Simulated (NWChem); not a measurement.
System: C₂HBrF₂; SMILES F/C=C(\F)Br

Input file for NWChem:

```
start job
memory heap 200 mb stack 900 mb global 1100 mb
geometry units angstroms noautosym nocenter noautoz
  F     -0.446208     2.746505     0.000000
  C     -0.730222     1.453202     0.000000
  C      0.235408     0.533376     0.000000
  F      1.513962     0.845223     0.000000
  Br    -0.128301    -1.298306     0.000000
  H     -1.791415     1.201203     0.000000
end
basis spherical
  F library def2-svpd
  C library def2-svpd
  Br library def2-svpd
  H library def2-svpd
end
dft
  xc b3lyp
  iterations 150
end
property
  response 1 0.0773
end
task dft property
```

All runs use the structure optimised with PBE0/def2-SVP.

Field at 589 nm.

Problem. Give the results of this calculation. (B3LYP/def2-SVPD.) Quantities: isotropic polarisability (bohr³); anisotropy (bohr³).

Solution. 
| Property | Value |
|---|---|
| isotropic polarisability (bohr³) | 50.2 |
| anisotropy (bohr³) | 28.7 |
